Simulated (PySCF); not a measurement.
Method: PBE-D3(BJ)/def2-TZVP // B3LYP-D3(BJ)/def2-TZVP (PySCF). Isolated molecules, 0 K electronic values unless said otherwise. One relaxed conformer stands for a flexible species; it need not be the lowest. Excitations are Tamm–Dancoff values on a coarser integration grid. The basis has no diffuse functions, so Rydberg states are missing or too high.

Reference species (SMILES): `[SiH2]1OC1` (neutral, multiplicity 1).

The brightest of the four lowest singlets (TDA) comes out as 5.84 eV and the T1 excitation (TDA) comes out as 4.58 eV.

Changed species: `OC=[SiH2]` (H–O–C–Si torsion 164°).

Task: Give the shifts of the brightest of the four lowest singlets (TDA) and T1 excitation (TDA).

Result: the brightest of the four lowest singlets (TDA) falls by 0.67 eV, to 5.17 eV; the T1 excitation (TDA) falls by 2.40 eV, to 2.18 eV.
